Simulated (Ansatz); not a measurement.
C₂H₃FSSi (`F[SiH]1CC1=S`), relaxed with RKS PBE-D4/def2-SVP in Ansatz from a rough embedded geometry. The force threshold is 0.03 eV/Å; the program also tests the step.

Charge 0, multiplicity 1.

Start:

```xyz
8

F     0.514   -1.179   -1.733
Si   -0.515   -1.034   -0.506
C     0.555    0.847    0.415
C    -0.726    0.556    0.098
S    -1.958    1.644    0.133
H    -0.153   -2.058    0.523
H     1.348    0.913   -0.297
H     0.932    0.312    1.369
```

Task: By how much does the energy fall, and how many steps does the optimiser take? (Best estimate.)

Result: The calculation gave: 2.20 eV, in 13 steps.

Task: Which bonds change most? (Best estimate.)

Result: Computed: Si2–C3 from 2.352 to 1.897 Å; Si2–C4 from 1.714 to 1.862 Å; C3–C4 from 1.351 to 1.496 Å; C3–H8 from 1.157 to 1.108 Å.

Task: Give the relaxed structure. (An estimate is asked.)

Result: The calculation gave: 
```xyz
8

F     0.652   -1.407   -1.803
Si   -0.103   -0.977   -0.415
C     0.621    0.563    0.422
C    -0.798    0.708   -0.030
S    -2.089    1.557    0.466
H    -0.565   -2.213    0.286
H     1.337    0.901   -0.364
H     0.944    0.869    1.437
```
